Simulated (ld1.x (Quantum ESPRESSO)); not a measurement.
**Cutoff test, silicon, TM**

* Element: Si
* Generator: ld1.x (Quantum ESPRESSO) 7.5
* Type: norm-conserving Troullier–Martins (Kleinman–Bylander form)
* Functional: revPBE
* Relativity: scalar-relativistic
* Frozen core: [Ne]
* Valence charge: 4
* Reference configuration: 3s2 3p1.5 (charge +0.5)
* Partial waves: 3p (bound): rc 2.20 bohr; 3s (bound): rc 1.90 bohr
* Local potential: the s channel
* Core correction: none

The pseudo-atom Hamiltonian at the reference potential is diagonalised in spherical Bessel functions j_l(qr) that vanish at 20 bohr, with q² up to the cutoff. All-electron valence levels (Ry): 3p -0.5629, 3s -1.0805.

Question: How do the lowest levels (Ry) of each channel move with the cutoff, and are there ghosts?

Answer:

```json
{"cutoff (Ry)": "8", "p #1": "-0.5621", "s #1": "-1.0523", "s #2": "-0.1653", "d #1": "-0.0637", "f #1": "0.0306", "Σ f·Δε (mRy)": "57.6"}
{"cutoff (Ry)": "10", "p #1": "-0.5621", "s #1": "-1.0677", "s #2": "-0.1676", "d #1": "-0.0637", "f #1": "0.0306", "Σ f·Δε (mRy)": "26.8"}
{"cutoff (Ry)": "12", "p #1": "-0.5623", "s #1": "-1.0748", "s #2": "-0.1686", "d #1": "-0.0637", "f #1": "0.0306", "Σ f·Δε (mRy)": "12.3"}
{"cutoff (Ry)": "15", "p #1": "-0.5626", "s #1": "-1.0770", "s #2": "-0.1690", "d #1": "-0.0637", "f #1": "0.0306", "Σ f·Δε (mRy)": "7.3"}
{"cutoff (Ry)": "18", "p #1": "-0.5628", "s #1": "-1.0773", "s #2": "-0.1691", "d #1": "-0.0638", "f #1": "0.0306", "Σ f·Δε (mRy)": "6.5"}
{"cutoff (Ry)": "21", "p #1": "-0.5629", "s #1": "-1.0776", "s #2": "-0.1691", "d #1": "-0.0638", "f #1": "0.0306", "Σ f·Δε (mRy)": "5.9"}
{"cutoff (Ry)": "25", "p #1": "-0.5629", "s #1": "-1.0782", "s #2": "-0.1692", "d #1": "-0.0639", "f #1": "0.0306", "Σ f·Δε (mRy)": "4.5"}
{"cutoff (Ry)": "30", "p #1": "-0.5629", "s #1": "-1.0794", "s #2": "-0.1693", "d #1": "-0.0639", "f #1": "0.0306", "Σ f·Δε (mRy)": "2.2"}
{"cutoff (Ry)": "35", "p #1": "-0.5629", "s #1": "-1.0801", "s #2": "-0.1694", "d #1": "-0.0639", "f #1": "0.0306", "Σ f·Δε (mRy)": "0.7"}
{"cutoff (Ry)": "40", "p #1": "-0.5629", "s #1": "-1.0803", "s #2": "-0.1694", "d #1": "-0.0639", "f #1": "0.0306", "Σ f·Δε (mRy)": "0.2"}
{"cutoff (Ry)": "45", "p #1": "-0.5629", "s #1": "-1.0804", "s #2": "-0.1694", "d #1": "-0.0639", "f #1": "0.0306", "Σ f·Δε (mRy)": "0.2"}
{"cutoff (Ry)": "400", "p #1": "-0.5629", "s #1": "-1.0805", "s #2": "-0.1694", "d #1": "-0.0639", "f #1": "0.0306", "Σ f·Δε (mRy)": "0.0"}
```

Result: no extra level below or beside the all-electron valence levels (p, s, d, f tested); 10 mRy is reached at 15 Ry and 1 mRy at 35 Ry.
